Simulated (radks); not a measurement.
Results of a calculation; reference values are marked as such.
Q: Rb3+, configuration [Ar] 3d10 4s2 4p4. Code: a radial shooting solver on a logarithmic mesh with Libxc functionals. Model: scalar-relativistic Kohn-Sham, LDA (Slater exchange, Perdew-Zunger correlation), spin-unpolarised, spherical densities, finite nucleus; Fermi nuclear charge, rms radius 4.2036 fm. Some entries of the table are withheld. Estimate them.

orbital  occ.  eigenvalue (eV)  r(max) (bohr)  <r> (bohr)
1s          2        -15046.35        0.02632     0.04034
2s          2        -2041.523         0.1498      0.1781
2p          6        -1815.593         0.1196      0.1552
3s          2        -332.6345         0.4514      0.5113
3p          6              (1)         0.4464      0.5190
3d         10        -139.7872         0.3918      0.5241
4s          2         -64.2245          1.233       1.389
4p          4              (2)          1.367       1.570
4d          0         -23.5642          1.839       2.183
5s          0         -21.1004          2.998       3.205

A: 
(1) 3p eigenvalue (eV): -260.1456
(2) 4p eigenvalue (eV): -46.9317
